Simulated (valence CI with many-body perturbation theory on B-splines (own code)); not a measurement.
# E1 line list for Gd⁵⁷⁺

Method: relativistic CI+MBPT: five valence electrons over a frozen Dirac-Fock core [He], radial functions for each j: 11 s, 11 p, 10 d, 8 f, 5 g, 2 h, with the one-electron correlation potential Σ1, the two-electron term Σ2, the three-electron term Σ3, Breit, model QED; selected CI, second order for the rest, scaled by the run's own slope (own B-spline code, finite nucleus).

No measured spectrum was set against this ion. As an estimate, large intervals hold to a few tenths of a per cent, small ones and those within an open d or f shell to about a per cent. Among the levels kept, up to 7300 cm⁻¹ of a level comes from second order outside the variational space, and about a tenth of that is noise between levels of different J, which matters for small intervals.

Lines 51 to 100 of 586 in falling wavelength, among levels below 660.36 Ry, chosen from the strongest by gf and those to the six lowest levels. Wavelengths and rates use the calculated energies. Electric multipoles are in the length gauge, E1 and E2 with the static RPA response of the core. Weak lines are less certain than strong ones. Lines between different terms over intervals too small for the method are left out, as are lines whose strength nearly cancels. The highest levels of a list are the least certain.

Levels are named by their leading jj configuration (3d3/2^4 stands for four electrons in 3d with j = 3/2), which in mixed levels can hold well under half, so a name can repeat and another be missing. Letters in brackets count levels of one name in rising energy.

```
λ vac (nm)                               Upper                               Lower   A (s⁻¹)  log gf  Branch %
     4.489       (2p1/2^2 2p3/2^2 3p3/2) J=5/2          (2p1/2^2 2p3/2^2 3s) J=3/2  8.70e+10   -0.80       0.0
     4.488  (2s 2p1/2 2p3/2^2 3p3/2) J=5/2 [a]     (2s 2p1/2 2p3/2^2 3s) J=3/2 [a]  1.27e+11   -0.64       0.1
     4.468       (2p1/2^2 2p3/2^2 3p3/2) J=1/2          (2p1/2^2 2p3/2^2 3s) J=3/2  2.77e+11   -0.78       0.1
     4.466          (2s 2p1/2^2 2p3/2^2) J=5/2          (2s^2 2p1/2 2p3/2^2) J=3/2  2.35e+10   -1.38       3.0
     4.429  (2s 2p1/2 2p3/2^2 3d3/2) J=5/2 [b]  (2s 2p1/2 2p3/2^2 3p1/2) J=5/2 [b]  1.25e+11   -0.66       0.0
     4.424  (2s 2p1/2 2p3/2^2 3p3/2) J=7/2 [b]     (2s 2p1/2 2p3/2^2 3s) J=5/2 [b]  1.12e+11   -0.58       0.1
     4.420  (2s 2p1/2 2p3/2^2 3d3/2) J=7/2 [b]  (2s 2p1/2 2p3/2^2 3p1/2) J=5/2 [b]  9.29e+10   -0.66       0.0
     4.420  (2s 2p1/2^2 2p3/2 3p3/2) J=5/2 [b]  (2s^2 2p1/2 2p3/2 3p3/2) J=3/2 [b]  2.03e+11   -0.45       0.1
     4.416   (2p1/2^2 2p3/2^2 3p3/2) J=3/2 [b]          (2p1/2^2 2p3/2^2 3s) J=1/2  2.88e+11   -0.47       0.1
     4.398  (2s 2p1/2^2 2p3/2 3d3/2) J=5/2 [b]  (2s^2 2p1/2 2p3/2 3d3/2) J=3/2 [b]  5.42e+10   -1.03       0.0
     4.396  (2s 2p1/2 2p3/2^2 3d3/2) J=3/2 [b]  (2s 2p1/2 2p3/2^2 3p1/2) J=5/2 [b]  9.72e+10   -0.95       0.0
     4.389  (2s 2p1/2 2p3/2^2 3d3/2) J=7/2 [c]          (2s^2 2p3/2^2 3d3/2) J=5/2  5.11e+10   -0.93       0.0
     4.385  (2s^2 2p1/2 2p3/2 3d3/2) J=5/2 [b]  (2s^2 2p1/2 2p3/2 3p1/2) J=3/2 [b]  1.30e+11   -0.65       0.0
     4.369  (2s 2p1/2 2p3/2^2 3d3/2) J=5/2 [e]  (2s 2p1/2 2p3/2^2 3p1/2) J=3/2 [d]  1.41e+11   -0.62       0.0
     4.368  (2s^2 2p1/2 2p3/2 3p3/2) J=3/2 [a]     (2s^2 2p1/2 2p3/2 3s) J=3/2 [b]  1.25e+11   -0.85       7.2
     4.361  (2s 2p1/2 2p3/2^2 3p3/2) J=3/2 [b]     (2s 2p1/2 2p3/2^2 3s) J=5/2 [b]  1.58e+11   -0.74       0.1
     4.352  (2s 2p1/2 2p3/2^2 3p3/2) J=1/2 [a]     (2s 2p1/2 2p3/2^2 3s) J=3/2 [a]  3.21e+11   -0.74       0.1
     4.344  (2s 2p1/2 2p3/2^2 3p3/2) J=7/2 [c]     (2s 2p1/2 2p3/2^2 3s) J=5/2 [c]  3.20e+11   -0.14       0.2
     4.343  (2s 2p1/2 2p3/2^2 3p3/2) J=3/2 [e]     (2s 2p1/2 2p3/2^2 3s) J=1/2 [c]  1.45e+11   -0.78       0.1
     4.337          (2s^2 2p3/2^2 3p3/2) J=5/2             (2s^2 2p3/2^2 3s) J=3/2  1.48e+11   -0.60       1.7
     4.308  (2s 2p1/2 2p3/2^2 3d3/2) J=3/2 [f]  (2s 2p1/2 2p3/2^2 3p1/2) J=3/2 [d]  9.65e+10   -0.97       0.0
     4.308  (2s 2p1/2^2 2p3/2 3p3/2) J=3/2 [a]     (2s 2p1/2^2 2p3/2 3s) J=3/2 [a]  2.39e+11   -0.57       0.1
     4.299  (2s 2p1/2 2p3/2^2 3d5/2) J=3/2 [a]  (2s 2p1/2 2p3/2^2 3p1/2) J=1/2 [a]  8.13e+10   -1.05       0.0
     4.270       (2p1/2^2 2p3/2^2 3d3/2) J=3/2       (2p1/2^2 2p3/2^2 3p1/2) J=3/2  1.92e+11   -0.68       0.8
     4.266  (2s 2p1/2 2p3/2^2 3p3/2) J=3/2 [d]     (2s 2p1/2 2p3/2^2 3s) J=1/2 [b]  1.36e+11   -0.83       0.1
     4.260  (2s^2 2p1/2 2p3/2 3d3/2) J=3/2 [b]  (2s^2 2p1/2 2p3/2 3p1/2) J=3/2 [b]  1.58e+11   -0.77       0.0
     4.252  (2s 2p1/2 2p3/2^2 3p3/2) J=5/2 [e]     (2s 2p1/2 2p3/2^2 3s) J=5/2 [c]  8.70e+10   -0.85       0.2
     4.246  (2s 2p1/2 2p3/2^2 3d3/2) J=5/2 [a]  (2s 2p1/2 2p3/2^2 3p1/2) J=5/2 [a]  1.24e+11   -0.70       0.1
     4.244       (2p1/2^2 2p3/2^2 3d3/2) J=5/2       (2p1/2^2 2p3/2^2 3p1/2) J=3/2  8.70e+10   -0.85       0.2
     4.241       (2p1/2^2 2p3/2^2 3d3/2) J=5/2       (2p1/2^2 2p3/2^2 3p1/2) J=5/2  7.91e+10   -0.89       0.2
     4.223       (2p1/2^2 2p3/2^2 3d3/2) J=7/2       (2p1/2^2 2p3/2^2 3p1/2) J=5/2  1.23e+11   -0.58       0.9
     4.216  (2s 2p1/2^2 2p3/2 3d3/2) J=5/2 [a]      (2s 2p1/2^2 2p3/2 3p1/2) J=5/2  1.34e+11   -0.67       0.2
     4.211       (2p1/2^2 2p3/2^2 3p3/2) J=5/2  (2s 2p1/2 2p3/2^2 3p3/2) J=5/2 [c]  1.49e+11   -0.62       0.1
     4.211       (2p1/2^2 2p3/2^2 3p3/2) J=7/2  (2s 2p1/2 2p3/2^2 3p3/2) J=5/2 [c]  9.43e+10   -0.70       0.0
     4.210  (2s 2p1/2 2p3/2^2 3p3/2) J=5/2 [d]     (2s 2p1/2 2p3/2^2 3s) J=3/2 [d]  6.02e+10   -1.02       0.0
     4.209          (2s^2 2p3/2^2 3p3/2) J=5/2             (2s^2 2p3/2^2 3s) J=5/2  1.29e+11   -0.69       1.4
     4.208  (2s 2p1/2^2 2p3/2 3p3/2) J=3/2 [b]  (2s^2 2p1/2 2p3/2 3p3/2) J=3/2 [b]  1.31e+11   -0.86       0.1
     4.203  (2s 2p1/2^2 2p3/2 3d3/2) J=5/2 [a]  (2s 2p1/2^2 2p3/2 3p1/2) J=3/2 [a]  1.12e+11   -0.75       0.1
     4.193       (2p1/2^2 2p3/2^2 3d3/2) J=1/2       (2p1/2^2 2p3/2^2 3p1/2) J=3/2  3.01e+11   -0.80       0.2
     4.186  (2s 2p1/2 2p3/2^2 3d3/2) J=7/2 [c]  (2s 2p1/2 2p3/2^2 3p1/2) J=5/2 [c]  9.92e+10   -0.68       0.0
     4.180      (2s^2 2p1/2 2p3/2 3p3/2) J=7/2         (2s^2 2p1/2 2p3/2 3s) J=5/2  3.76e+11   -0.10      26.6
     4.177  (2s^2 2p1/2 2p3/2 3d3/2) J=3/2 [a]  (2s^2 2p1/2 2p3/2 3p1/2) J=3/2 [a]  8.66e+10   -1.04       0.0
     4.171  (2s 2p1/2 2p3/2^2 3d5/2) J=7/2 [b]          (2s^2 2p3/2^2 3d3/2) J=5/2  4.25e+10   -1.05       0.0
     4.158  (2s 2p1/2 2p3/2^2 3p3/2) J=7/2 [a]     (2s 2p1/2 2p3/2^2 3s) J=5/2 [a]  3.85e+11   -0.10       2.1
     4.154      (2s^2 2p3/2^2 3d3/2) J=3/2 [b]          (2s^2 2p3/2^2 3p1/2) J=1/2  2.30e+11   -0.62       0.0
     4.147  (2s^2 2p1/2 2p3/2 3d3/2) J=1/2 [b]  (2s^2 2p1/2 2p3/2 3p1/2) J=3/2 [b]  2.28e+11   -0.93       0.0
     4.147  (2s 2p1/2 2p3/2^2 3p3/2) J=3/2 [f]      (2s^2 2p3/2^2 3p3/2) J=3/2 [a]  8.26e+10   -1.07       0.1
     4.145  (2s^2 2p1/2 2p3/2 3d3/2) J=5/2 [a]  (2s^2 2p1/2 2p3/2 3p1/2) J=3/2 [a]  2.14e+11   -0.48       0.3
     4.144  (2s 2p1/2^2 2p3/2 3d3/2) J=3/2 [a]  (2s 2p1/2^2 2p3/2 3p1/2) J=3/2 [a]  2.12e+11   -0.66       0.1
     4.143          (2s^2 2p3/2^2 3p3/2) J=7/2             (2s^2 2p3/2^2 3s) J=5/2  4.11e+11   -0.07       6.6
```
